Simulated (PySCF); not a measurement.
## B+: ionisation energy

B+ [He] 2s2 (1S) → B(2+) [He] 2s1 (2S), as a difference of total energies. All numbers are calculated (PySCF 2.14, the non-relativistic Hamiltonian (point nucleus), in aug-cc-pwCVQZ (9s8p6d4f2g, 109 functions)). Correlated levels: valence and next inner shell: nothing frozen. The calculations carry no spin-orbit coupling.

| method | ionisation energy (eV) |
| --- | --- |
| UHF | 23.443 |
| MP2 (valence and next inner shell) | 24.547 |
| SCS-MP2 (valence and next inner shell) | 24.749 |
| CCSD (valence and next inner shell) | 25.123 |
| CCSD(T) (valence and next inner shell) | 25.142 |

Task: How much does correlation contribute at CCSD(T) (valence and next inner shell)?

Result: 25.142 − (23.443) = 1.699 eV, measured against UHF.

Errors of the correlated levels include the incompleteness of this basis.

For comparison: 25.155 eV (measured; NIST Atomic Spectra Database, ionization energies).
